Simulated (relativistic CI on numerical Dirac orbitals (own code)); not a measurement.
# Dy+: resonant inelastic scattering at the N4,5 edge

Computed with this model: Dirac-Coulomb-Breit CI, separate exchange-only KLI orbitals for each configuration, model QED, valence Slater integrals scaled by 0.9, Kramers-Heisenberg scattering through one core-hole configuration in a parametric crystal field; configurations [Xe] 4f11 → [Kr] 4d9 4f12 5s2 5p6; 10 K; core-hole width 0.75 eV; summed over polarisations. Incident energies are the highest absorption maxima for each field (at most a few, so the weaker spin-orbit partner edge can be absent), on the computed scale of the free ion. Intensities are in per cent of the strongest line above 0.02 eV; levels within 1 cm⁻¹ are merged; final levels count from the ground level, the first row holds all elastic scattering, lines under 0.4 are left out and each table stops after 24 rows. The scale of the Slater integrals is a model choice and moves the terms in proportion. The configuration is assumed, with all valence electrons in the open shell; the free ion's ground configuration is another.

Field parameters in Wybourne normalisation. The field is a parameter set, without covalency.

S is read from ⟨S²⟩ = S(S + 1).

C2v, B20 = -30, B22 = -20, B40 = 120, B42 = 0, B44 = -60, B60 = 140, B62 = 50, B64 = 40, B66 = -60 cm⁻¹:

```tsv
Final level (eV)	Degeneracy	S	155.5 eV	164.1 eV
0.000	2	1.48	264.7	1482.7
0.001	2	1.48	75.7	375.7
0.002	2	1.48	37.8	186.9
0.004	2	1.48	39.3	113.3
0.006	2	1.48	40.0	114.9
0.007	2	1.48	31.0	87.0
0.008	2	1.48	50.1	137.8
0.009	2	1.48	9.9	21.4
0.558	2	1.49	12.0	100.0
0.558	2	1.49	6.3	47.7
0.559	2	1.49	4.3	30.5
0.560	2	1.49	2.5	18.9
0.561	2	1.49	4.4	31.6
0.561	2	1.49	2.0	13.8
0.561	2	1.49	0.7	5.1
0.904	2	1.42	0.1	0.9
0.906	4	1.42	0.1	0.5
1.952	2	0.81	0.3	12.6
1.953	4	0.81	0.5	20.9
1.953	4	0.81	0.1	5.8
1.954	2	0.81	0.0	1.7
2.766	4	0.53	18.5	40.3
2.767	2	0.53	7.9	19.9
2.767	2	0.53	11.1	30.7
```

D4h, B20 = 500, B40 = 220, B44 = 180, B60 = -20, B64 = -120 cm⁻¹:

| Final level (eV) | Degeneracy | Irrep | S | 155.4 eV | 164 eV |
| --- | --- | --- | --- | --- | --- |
| 0.000 | 2 | Γ7 | 1.48 | 252.6 | 1276.5 |
| 0.001 | 2 | Γ6 | 1.48 | 109.8 | 531.7 |
| 0.005 | 2 | Γ6 | 1.48 | 53.1 | 144.4 |
| 0.008 | 2 | Γ7 | 1.48 | 18.7 | 75.4 |
| 0.008 | 2 | Γ6 | 1.48 | 29.9 | 62.0 |
| 0.009 | 2 | Γ7 | 1.48 | 19.6 | 52.3 |
| 0.014 | 2 | Γ7 | 1.48 | 3.3 | 6.7 |
| 0.019 | 2 | Γ6 | 1.48 | 0.7 | 1.5 |
| 0.558 | 2 | Γ7 | 1.49 | 11.4 | 93.4 |
| 0.558 | 2 | Γ6 | 1.49 | 11.8 | 82.5 |
| 0.562 | 2 | Γ6 | 1.49 | 2.7 | 16.7 |
| 0.562 | 2 | Γ7 | 1.49 | 2.6 | 16.9 |
| 0.563 | 2 | Γ6 | 1.49 | 0.7 | 4.9 |
| 0.567 | 2 | Γ7 | 1.49 | 0.3 | 1.9 |
| 0.572 | 2 | Γ7 | 1.49 | 0.1 | 0.5 |
| 0.905 | 2 | Γ7 | 1.42 | 0.1 | 1.0 |
| 0.906 | 2 | Γ6 | 1.42 | 0.0 | 0.7 |
| 1.956 | 2 | Γ7 | 0.81 | 0.1 | 5.3 |
| 1.956 | 2 | Γ6 | 0.81 | 0.2 | 6.4 |
| 1.957 | 2 | Γ7 | 0.81 | 0.2 | 9.6 |
| 1.957 | 4 | Γ6+Γ7 | 0.81 | 0.2 | 8.7 |
| 1.958 | 2 | Γ6 | 0.81 | 0.1 | 4.5 |
| 2.758 | 4 |  | 0.53 | 34.9 | 91.9 |
| 2.764 | 2 |  | 0.53 | 3.6 | 5.7 |

For the first field the strongest loss at the lowest incident energy is the level at 2.77 eV (S = 0.53, against 1.48 in the thermal ground state). Levels of other spin, the first over 8 % at 1.95 eV, appear because spin-orbit coupling of the core hole, and in heavier ions of the valence shell too, mixes spins.
